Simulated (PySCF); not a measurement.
Species: C7H5F2N.
SMILES with atom numbers: `[CH:1]#[C:2][CH2:3][n:4]1[cH:5][c:6]([F:7])[cH:8][c:9]1[F:10]` (hydrogens: H11 on C1; H12, H13 on C3; H14 on C5; H15 on C8)

Structure used (PBE0-D3(BJ)/def2-SVP), in Å, numbered top down from 1:
```
atom  x, y, z in Å
C1     0.3418    3.1155   -0.7685
C2     0.7852    2.0327   -0.4631
C3     1.3275    0.7247   -0.0980
N4     0.3224   -0.2999    0.0715
C5    -0.3348   -0.9719   -0.9458
C6    -1.2582   -1.7855   -0.3399
F7    -2.0864   -2.6075   -0.9669
C8    -1.1922   -1.6290    1.0714
C9    -0.2053   -0.6944    1.2591
F10    0.2718   -0.1762    2.3740
H11   -0.0583    4.0761   -1.0376
H12    1.8893    0.8050    0.8448
H13    2.0426    0.3896   -0.8667
H14   -0.0996   -0.8063   -1.9926
H15   -1.7781   -2.1357    1.8323
```

All values: B3LYP/def2-SVPD (PySCF, non-relativistic), on one gas-phase PBE0-D3(BJ)/def2-SVP geometry that isn't relaxed in the solvent. The solvent is an IEF-PCM continuum (cavity from Bondi-type radii × 1.2), and excitations are vertical TDDFT with non-equilibrium linear response and a frozen core. Specific hydrogen bonds and non-electrostatic terms are outside this model.

```tsv
run	E − E(gas) (kcal/mol)	HOMO (eV)	HOMO–LUMO gap (eV)	dipole (D)	lowest singlet (eV)	static polarisability (au)
gas	0.00	-6.14	6.00	2.52	5.25	86.2
P	-5.03	-6.13	6.20	3.14	5.44	109.7
Q	-5.90	-6.14	6.23	3.25	5.47	114.6
```

**Question.** The runs were made in dichloromethane and dimethylsulfoxide. Which run belongs to which solvent?

**Answer.** P = dichloromethane, Q = dimethylsulfoxide. The dielectric constants are 8.93 (dichloromethane), 46.83 (dimethylsulfoxide), and the energy falls further as ε rises. The optical constants n² used for the excitations are 2.03, 2.19 in the same order. In this model the ground state sees the solvent through ε alone.

**Question.** How constant is the ratio of the lowering to (ε − 1)/(2ε + 1)?

**Answer.** 
| solvent | (ε − 1)/(2ε + 1) | E − E(gas) (kcal/mol) | ratio (kcal/mol) | polarisation term (kcal/mol) |
| --- | --- | --- | --- | --- |
| dichloromethane | 0.420 | -5.03 | -12.0 | -5.68 |
| dimethylsulfoxide | 0.484 | -5.90 | -12.2 | -6.80 |

The ratio changes by +1.8 % in size from dichloromethane to dimethylsulfoxide. The polarisation term is half the interaction of the solute with the induced surface charges.

The run took about 70 s of CPU time (one thread, shared machine). This is the whole response run at B3LYP/def2-SVPD in dimethylsulfoxide, SCF included.
